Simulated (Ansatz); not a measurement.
Z-matrix (Å, degrees):
```
N
Ge 1 1.818
H 1 1.007 2 120.7
H 1 1.008 2 126.7 3 180.0
S 2 2.255 1 95.1 3 180.0
H 5 1.342 2 93.5 1 -180.0
```

Total charge 0; spin multiplicity 1.

Problem. List the B3LYP/def2-TZVPP orbital energies in eV (Ansatz 0.2.0). (Estimate.)

Solution. Computed: Occupied: -10850.29, -2417.51, -1354.61, -1205.55, -1205.51, -1205.47, -389.48, -215.53, -169.12, -160.07, -159.98, -159.91, -119.45, -119.34, -119.23, -32.98, -32.94, -32.87, -32.84, -32.75, -23.17, -19.50, -14.04, -13.68, -10.61, -9.55, -8.14, -6.93, -6.76. Lowest empty: -1.68, -0.09, 0.55, 0.96, 2.39, 2.65, 5.03, 5.24.

B3LYP here is the variant with VWN-RPA as its local correlation; programs differ in this.
